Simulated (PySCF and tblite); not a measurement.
The numbers below are computed, except where a source is named.
C₉H₈O₄, numbered as in [CH2:1]=[CH:2][c:3]1[c:4]([C:5](=[O:6])[O:7][CH3:8])[o:9][cH:10][cH:11][c:12]1=[O:13].

Search: ETKDG, MMFF94s, GFN2-xTB, 150 starts; geometries at GFN2-xTB. Energies: PBE0-D3(BJ)/6-31G*, with GFN2-xTB thermal terms (modes under about 100 cm⁻¹ blended into free rotors). Symmetry numbers and mirror images are counted. Conformers within 2.5 kcal/mol (GFN2-xTB free energy) were kept, 4 at most. GIAO shieldings: PBE0/6-31G*. Shifts are against TMS (¹H), TMS (¹³C) at the same level. Programs: PySCF with density fitting and tblite.

Torsions listed: C1–C2–C3–C4, O9–C4–C5–O7, O6–C5–O7–C8. Of a mirror pair one member is shown.

```json
{"conformer": "1", "shape": "151°, -10°, -1°", "symmetry": "C1 (pair)", "E(GFN2) kcal/mol": "0.00", "E(DFT) kcal/mol": "0.00"}
{"conformer": "2", "shape": "148°, 157°, 0°", "symmetry": "C1 (pair)", "E(GFN2) kcal/mol": "1.73", "E(DFT) kcal/mol": "1.69"}
{"conformer": "3", "shape": "36°, -124°, 4°", "symmetry": "C1 (pair)", "E(GFN2) kcal/mol": "1.39", "E(DFT) kcal/mol": "2.95"}
{"conformer": "4", "shape": "43°, 38°, 1°", "symmetry": "C1 (pair)", "E(GFN2) kcal/mol": "1.52", "E(DFT) kcal/mol": "3.39"}
```

Task: How much do the weights at 298.15 K and the averaged shift of H2 depend on how the conformers are weighted?

Result: 
```json
{"weighting": "DFT energy with thermal terms, symmetry and mirror images (full scheme)", "1 (%)": "93", "2 (%)": "5", "3 (%)": "1", "4 (%)": "1", "δ (ppm)": "7.34", "rms dipole (D)": "4.15"}
{"weighting": "DFT energy with symmetry and mirror images", "1 (%)": "94", "2 (%)": "5", "3 (%)": "1", "4 (%)": "0", "δ (ppm)": "7.34", "rms dipole (D)": "4.15"}
{"weighting": "bare DFT energy", "1 (%)": "94", "2 (%)": "5", "3 (%)": "1", "4 (%)": "0", "δ (ppm)": "7.34", "rms dipole (D)": "4.15"}
{"weighting": "GFN2-xTB energy with symmetry and mirror images", "1 (%)": "82", "2 (%)": "4", "3 (%)": "8", "4 (%)": "6", "δ (ppm)": "7.33", "rms dipole (D)": "4.10"}
{"weighting": "GFN2-xTB free energy", "1 (%)": "77", "2 (%)": "4", "3 (%)": "9", "4 (%)": "11", "δ (ppm)": "7.32", "rms dipole (D)": "4.11"}
{"weighting": "leading conformer alone", "1 (%)": "100", "2 (%)": "0", "3 (%)": "0", "4 (%)": "0", "δ (ppm)": "7.38", "rms dipole (D)": "4.24"}
{"weighting": "equal weights", "1 (%)": "25", "2 (%)": "25", "3 (%)": "25", "4 (%)": "25", "δ (ppm)": "7.11", "rms dipole (D)": "3.59"}
{"weighting": "full scheme, search stopped after three starts", "1 (%)": "94", "2 (%)": "6", "3 (%)": "0", "4 (%)": "1", "δ (ppm)": "7.34", "rms dipole (D)": "4.16"}
```

The largest departure from the full scheme, 0.23 ppm, comes with: equal weights.


Conformer gaps in 6-31G* on xTB geometries can be 2 kcal/mol off for S=O, P=O and other polar bonds.